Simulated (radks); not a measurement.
Q: These are the eigenvalues of the occupied orbitals of an atom or ion with whole-number occupations (Ry). Calculated with a radial shooting solver on a logarithmic mesh with Libxc functionals: Dirac Kohn-Sham, BP86, spin-unpolarised, spherical densities, point nucleus.

1s1/2: -231.7003
2s1/2: -24.04809
2p1/2: -19.23168
2p3/2: -19.06690
3s1/2: -3.72144
3p1/2: -2.62030
3p3/2: -2.60386

Which element is it, and in what charge state? The configuration may be excited. Open shells, if any, are shared by 2j + 1.

A: Z = 18, argon, charge +2: Ar2+ in [Ne] 3s2 3p4. The list shows which subshells hold electrons but not how many an open one holds; the 1s level, -115.85 hartree, gives Z - s = 15.2 by -(Z - s)^2/2, which with screening and relativity narrows Z to a few neighbours, and the depths of the outer levels then fix element, charge and occupations together.
